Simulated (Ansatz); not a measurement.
Hg3H12Se3⁻. Charge -1, multiplicity 2. Geometry PBE-D4/def2-SVP, that of the neutral singlet; atoms count from 1.

```
atom   x (Å)   y (Å)   z (Å)
 Hg1  -2.716  -2.313   1.750
 Hg2   0.107   0.290  -3.959
 Hg3   2.606   2.026   2.212
 Se4  -0.065  -0.172   2.370
 Se5   1.636   1.377  -1.048
 Se6  -1.554  -1.224  -1.325
  H7  -3.802  -1.047   1.824
  H8  -1.694  -3.632   1.717
  H9  -0.949   1.583  -3.925
 H10   1.165  -0.996  -4.084
 H11   1.577   3.338   2.293
 H12   3.695   0.761   2.182
 H13  -0.767   0.575   3.443
 H14   0.575  -1.064   3.368
 H15   1.646   2.804  -1.456
 H16   3.018   1.191  -1.555
 H17  -2.907  -0.927  -1.857
 H18  -1.570  -2.570  -1.950
```

In the def2 sets Hg takes a core potential; there is no spin–orbit coupling. The highest occupied level of the charge -1 doublet lies above zero (up to 1.68 eV). By energy differences it is unbound by 0.59 eV (vertical, to the charge 0 singlet, at PBE0-D4/def2-SVP) and held by the finite basis. In the doublet geometry the species has come apart into loosely held pieces.

Problem. Estimate the Mulliken populations from the PBE0/def2-SVP orbitals of Ansatz.

Solution. 
```json
{"atom": "Hg1", "charge (e)": "-0.07", "spin (α − β)": "0.22", "d electrons": "9.84"}
{"atom": "Hg2", "charge (e)": "-0.21", "spin (α − β)": "0.39", "d electrons": "9.83"}
{"atom": "Hg3", "charge (e)": "-0.21", "spin (α − β)": "0.39", "d electrons": "9.83"}
{"atom": "Se4", "charge (e)": "0.01", "spin (α − β)": "-0.02", "d electrons": "–"}
{"atom": "Se5", "charge (e)": "0.01", "spin (α − β)": "-0.03", "d electrons": "–"}
{"atom": "Se6", "charge (e)": "0.01", "spin (α − β)": "-0.02", "d electrons": "–"}
{"atom": "H7", "charge (e)": "-0.14", "spin (α − β)": "-0.01", "d electrons": "–"}
{"atom": "H8", "charge (e)": "-0.14", "spin (α − β)": "-0.01", "d electrons": "–"}
{"atom": "H9", "charge (e)": "-0.14", "spin (α − β)": "-0.02", "d electrons": "–"}
{"atom": "H10", "charge (e)": "-0.14", "spin (α − β)": "-0.02", "d electrons": "–"}
{"atom": "H11", "charge (e)": "-0.14", "spin (α − β)": "-0.02", "d electrons": "–"}
{"atom": "H12", "charge (e)": "-0.14", "spin (α − β)": "-0.02", "d electrons": "–"}
{"atom": "H13", "charge (e)": "0.06", "spin (α − β)": "0.01", "d electrons": "–"}
{"atom": "H14", "charge (e)": "0.03", "spin (α − β)": "0.05", "d electrons": "–"}
{"atom": "H15", "charge (e)": "0.04", "spin (α − β)": "0.03", "d electrons": "–"}
{"atom": "H16", "charge (e)": "0.07", "spin (α − β)": "0.01", "d electrons": "–"}
{"atom": "H17", "charge (e)": "0.06", "spin (α − β)": "0.01", "d electrons": "–"}
{"atom": "H18", "charge (e)": "0.03", "spin (α − β)": "0.05", "d electrons": "–"}
```
Mulliken values and Mayer orders depend strongly on the basis.

Problem. Where does the spin sit?

Solution. Summed by element: Hg 1.01, Se -0.08, H 0.07, of 1 unpaired in all. Largest on single atoms: Hg3 0.39, Hg2 0.39, Hg1 0.22.
